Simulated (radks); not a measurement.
Results of a calculation; reference values are marked as such.
The tantalum anion Ta- inside a hard spherical wall (all orbitals vanish at R), configuration held at [Xe] 4f14 5d4 6s2 and not refilled when levels cross. Level of theory: scalar-relativistic Kohn-Sham, LDA (Slater exchange, VWN5 correlation), spin-polarised, spherical densities, point nucleus; open shells are filled with parallel spins first (spin-orbit coupling, left out, can overturn this in heavy ions) (a radial shooting solver on a logarithmic mesh with Libxc functionals). Eigenvalues in eV for spin up, with the zero of energy where the potential of the charges vanishes at infinity; a dash marks a level that is unbound or too diffuse for the functional's potential to be trusted. A positive occupied level is held by the wall or, in an anion where self-interaction has pushed it up, behind a barrier. The pressure on the wall is -dE/dV.

R (bohr),E (hartree),kinetic (hartree),e(5p),e(4f),e(6s),e(5d),"e(6p, empty)","e(7s, empty)",pressure (GPa)
20,-15595.4538,17133.635,-33.230,-17.966,-0.719,1.698,2.027,2.035,0.000408
12,-15595.4512,17133.645,-32.873,-17.604,-0.463,2.012,2.735,3.939,0.0215
10,-15595.4459,17133.671,-32.519,-17.246,-0.209,2.324,3.218,5.497,0.112
5,-15595.0893,17135.054,-25.830,-10.202,5.963,8.340,12.512,31.710,33.0
4,-15594.4276,17137.282,-20.190,-3.898,13.963,14.213,23.773,59.785,168
2.5,-15587.4461,17161.187,5.620,26.053,76.104,47.253,102.00,227.56,5210
2,-15574.4736,17204.240,37.408,58.453,165.56,89.008,204.33,426.53,26200
